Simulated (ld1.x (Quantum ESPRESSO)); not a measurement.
**Tc TM: all-electron and pseudo phase curves**

Tc, norm-conserving Troullier–Martins (Kleinman–Bylander form), made with ld1.x (Quantum ESPRESSO) 7.5 (PBE, scalar-relativistic). Core [Ar] 3d10 4s2, reference 4p6 4d5 5s1.75 5p0.25. Waves: 5s (bound): rc 2.75 bohr; 4p (bound): rc 1.05 bohr; 4d (bound): rc 1.95 bohr. Local part: the d channel. Core correction: none.

Occupied shells without a wave of their own: 5p. They enter only through the test configuration that unscreens the potential.

The phase is arctan(r·u′/u) with u = r·R(r), unwrapped; energies in Ry, scanned from -5 to 5 Ry. A pole is an energy at which the radial function vanishes at the test radius. The pseudo phase is shifted by a multiple of π to meet the all-electron one at the reference energy, and phase errors are pseudo minus all-electron; the curves can meet again beyond the range given. Levels narrower than the energy grid can be missing from the lists of poles.

For each channel, where are the poles, and over which energies does the pseudopotential scatter like the atom?

```json
{"channel": "s", "radius (bohr)": "2.99", "reference energy (Ry)": "-0.39", "poles, all-electron": "1.17", "poles, pseudo": "1.06, 4.59", "unbroken range about the reference energy with phases within 0.05 rad": "below 1.8", "phase error 1 Ry above the reference energy (rad)": "-0.010"}
{"channel": "p", "radius (bohr)": "2.99", "reference energy (Ry)": "-3.36", "poles, all-electron": "-3.34, 2.17", "poles, pseudo": "-3.34, 2.18", "unbroken range about the reference energy with phases within 0.05 rad": "below 4.9", "phase error 1 Ry above the reference energy (rad)": "+0.000"}
{"channel": "d", "radius (bohr)": "2.99", "reference energy (Ry)": "-0.52", "poles, all-electron": "-0.31, 4.08", "poles, pseudo": "-0.31, 4.13", "unbroken range about the reference energy with phases within 0.05 rad": "the whole range", "phase error 1 Ry above the reference energy (rad)": "+0.001"}
```

Note: ghost state, extra bound levels that the all-electron valence spectrum of the same l lacks: s at -82.0 eV. A true bound ghost makes a file unfit for plane-wave use.

Phases in the p channel:

```tsv
E (Ry)	all-electron	pseudo
-5.00	1.410	1.410
-4.48	1.398	1.398
-3.96	1.380	1.380
-3.44	1.252	1.252
-2.92	-1.765	-1.765
-2.40	-1.800	-1.799
-1.88	-1.839	-1.839
-1.36	-1.899	-1.899
-0.84	-2.010	-2.009
-0.32	-2.292	-2.288
0.20	-3.319	-3.304
0.72	-4.278	-4.272
1.24	-4.543	-4.541
1.76	-4.656	-4.655
2.28	-4.725	-4.724
2.80	-4.779	-4.779
3.32	-4.834	-4.835
3.84	-4.905	-4.907
4.36	-5.025	-5.034
4.88	-5.338	-5.385
```
